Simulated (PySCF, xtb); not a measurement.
GeH₆OSiTe, SMILES [SiH3]O[Te][GeH3].

GFN2-xTB (xtb 6.7.1) at its own geometry gives an orbital gap of 3.04 eV and a dipole moment of 1.57 D.

The structure is a stationary point at B3LYP-D3(BJ)/def2-SVP. The def2 effective core potentials stand for the cores of Te; spin–orbit coupling is left out. The values are those of a single conformer.

**Question.** What does PBE0/def2-TZVP (PySCF) give? (An estimate is asked for; the answer gives what the named calculation found.)

**Answer.** gap 4.12 eV (levels -6.43 and -2.31 eV), dipole 1.68 D.
